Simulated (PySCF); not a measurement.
C7H6F3 (charge -1).
SMILES with atom numbers: `[F:1][C:2]([F:3])([F:4])[CH2:5][c:6]1[cH:7][cH:8][cH-:9][cH:10]1` (hydrogens: H11, H12 on C5; H13 on C7; H14 on C8; H15 on C9; H16 on C10)

Computed geometry: GFN2-xTB, gas phase.

(1) List the bond lengths, angles and torsions at this level.

## Answers

(1) 
| bond | length (Å) | order |
| --- | --- | --- |
| F1–C2 | 1.378 | single |
| C2–F3, C2–F4 | 1.342 | single |
| C2–C5 | 1.512 | single |
| C5–C6 | 1.501 | single |
| C6–C7, C6–C10 | 1.399 | aromatic |
| C7–C8, C9–C10 | 1.390 | aromatic |
| C8–C9 | 1.395 | aromatic |
| C5–H11, C5–H12 | 1.095 | single |
| C7–H13, C10–H16 | 1.083 | single |
| C8–H14, C9–H15 | 1.083 | single |

Bonds in one row agree within 0.01 Å and their mean is given. Orders are formal, as drawn. A selection of angles:
| angle | degrees |
| --- | --- |
| F1–C2–F3 | 104.1 |
| F1–C2–C5 | 112.1 |
| F3–C2–F4 | 106.4 |
| F3–C2–C5 | 114.5 |
| C2–C5–C6 | 112.5 |
| C5–C6–C7 | 126.0 |
| C7–C6–C10 | 108.0 |
| C6–C7–C8 | 107.8 |
| C7–C8–C9 | 108.2 |

Torsions: F1–C2–C5–C6 180° (antiperiplanar); C2–C5–C6–C7 -90°.

The 7 C–C bonds span 1.390 Å (C9–C10, aromatic) to 1.512 Å (C2–C5, drawn single), a spread of 0.122 Å. The 3 C–F bonds span 1.342 Å (C2–F3, drawn single) to 1.378 Å (F1–C2, drawn single), a spread of 0.036 Å. C8 (aromatic CH carbon) is planar (angles 125.9°, 125.9° and 108.2°, sum 360.0°, 0.00 Å off the plane of its three neighbours). C7 (aromatic CH carbon) is planar (angles 126.7°, 125.5° and 107.8°, sum 360.0°, 0.00 Å off the plane of its three neighbours). The 5-membered ring C6–C7–C8–C9–C10 has internal angles of 107.8° to 108.2°; it is planar, 0.00 Å rms from its mean plane, widest ring torsion 0°. C6 (substituted aromatic carbon) is planar (angles 126.0°, 126.0° and 108.0°, sum 360.0°, 0.00 Å off the plane of its three neighbours).

Point group: Cs (tolerance 0.08 Å). No frequency check.

One conformer stands for the species.
